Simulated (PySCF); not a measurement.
C4H6F3O2P.
Geometry (PBE0-D3(BJ)/def2-SVP, Å), atoms numbered from 1 in this order:
```
atom  x, y, z in Å
O1    -1.368   -2.112   -0.285
P2    -0.851   -0.746   -0.036
O3    -1.051   -0.163    1.467
C4     0.865   -0.388   -0.346
C5     1.514    0.853    0.214
C6     1.870   -0.479    0.774
C7    -1.777    0.532   -1.054
F8    -1.485    0.385   -2.349
F9    -1.451    1.778   -0.702
F10   -3.092    0.392   -0.902
H11   -1.826   -0.561    1.888
H12    1.175   -0.728   -1.339
H13    0.895    1.516    0.823
H14    2.230    1.363   -0.435
H15    2.838   -0.919    0.525
H16    1.493   -0.728    1.769
```

The calculation used TDDFT B3LYP/def2-SVPD, vertical, gas phase, core orbitals frozen in the response in PySCF.

Frontier orbitals with the atoms that hold most of them (Löwdin shares over 4%, at most four atoms; ? is withheld):

| orbital | ε (eV) | atoms |
| --- | --- | --- |
| LUMO+2 | 0.57 | P2 11%, H15 11%, O3 9%, O1 9% |
| LUMO+1 | 0.39 | H14 20%, C5 15%, H12 13%, C4 9% |
| LUMO | -0.40 | O3 30%, H11 18%, P2 10%, O1 8% |
| HOMO | -8.28 | ? |
| HOMO-1 | -8.68 | ? |
| HOMO-2 | -9.23 | C4 32%, C6 23%, C5 13%, O1 7% |
| HOMO-3 | -9.59 | C5 29%, C6 24%, O1 15%, C4 12% |

Which atoms hold the HOMO, and with what shares?

O1 (bonded to P) 54%; P2 (bonded to 2 C and 2 O) 12%; C4 (bonded to 2 C, P and H) 8%; C7 (bonded to 3 F and P) 6%. By element: oxygen 54% or more, carbon 14% or more, phosphorus 12%.

Give the leading atoms of the HOMO-1.

O1 (bonded to P) 64%; P2 (bonded to 2 C and 2 O) 10%; O3 (bonded to P and H) 10%. By element: oxygen 74%, phosphorus 10%.

How does S1 compare with the orbital gap of 7.89 eV?

S1 is at 6.89 eV (f = 0.0040), 1.00 eV below the gap, made of HOMO→LUMO (96%). Without the coupling terms of the response equations the lowest excitation would equal the gap.

One configuration dominates each of S1 and S2. Which, and how do the shares of the two leading atoms of either orbital change from the occupied to the empty one?

- S1 (6.89 eV, f 0.0040), HOMO→LUMO (96%): O1 54% → 8%, P2 12% → 10%, O3 at most 7% → 30%, H11 at most 7% → 18%
- S2 (7.40 eV, f 0.028), HOMO-1→LUMO (95%): O1 64% → 8%, P2 10% → 10%, O3 10% → 30%, H11 at most 4% → 18%

Löwdin shares depend on the basis, the more so with diffuse functions.

One conformer stands for the species.
